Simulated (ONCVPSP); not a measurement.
# cobalt (Co), ONCV: configuration errors across variants

| Property | Result |
| --- | --- |
| Element | Co |
| Generator | ONCVPSP 4.0.1 |
| Type | optimised norm-conserving Vanderbilt (ONCV) |
| Functional | PBEsol |
| Relativity | scalar-relativistic |
| Frozen core | [Ar] |
| Valence charge | 9 |
| Reference configuration | 3d7 4s1.5 4p0.5 |
| Partial waves | 4s: rc 1.95 bohr, ncon 3, nbas 7, qcut 2.9 1/bohr, 2 projectors, debl 2.6 Ha; 4p: rc 3.05 bohr, ncon 4, nbas 8, qcut 3.1 1/bohr, 1 projector; 3d: rc 1.35 bohr, ncon 4, nbas 9, qcut 12.9 1/bohr, 2 projectors, debl 3.6 Ha |
| Local potential | polynomial inside 1.10 bohr (lpopt 5, dvloc0 -1 Ha) |
| Core correction | polynomial model core, fcfact 0.35 |

All-electron excitation energies from the reference (eV): (1) 3d7 4s2 4p0 -2.156; (2) 3d7 4s1 4p0 6.889; (3) 3d7 4s0 4p0 23.587; (4) 3d6 4s2 4p0 13.055.

2 further variants failed, have other tests or too few solved ones, and are left out.

A true bound ghost makes a file unfit for plane-wave use even where its test errors are small: the radial tests pick states by their node count and pass the ghost by.

Errors AE − PS in meV (a dash: test not solved or not reliable):

```
     change   (1)   (2)  (3)   (4)  bound ghosts  GHOST(+) flags above zero
       base  -0.3  -5.9  -40  -165             s                          p
s: qcut 1.7  -1.3  -6.4  -29  -116             s                          p
  s: qcut 2  -1.8  -7.9  -32  -125             s                          p
s: qcut 2.6  -0.8  -6.9  -38  -152             s                          p
s: qcut 2.8  -0.4  -6.1  -39  -161             s                          p
s: qcut 3.3  -0.1  -5.8  -43  -180             s                          p
s: qcut 3.5   0.0  -5.8  -44  -185             s                          p
s: qcut 3.7   0.0  -5.9  -45  -189             s                          p
```

(1) Give the same row for: s: qcut 2.4.

Answers

(1) -1.5, -8.2, -37, -141; bound ghosts: s; GHOST(+) flags above zero: p.
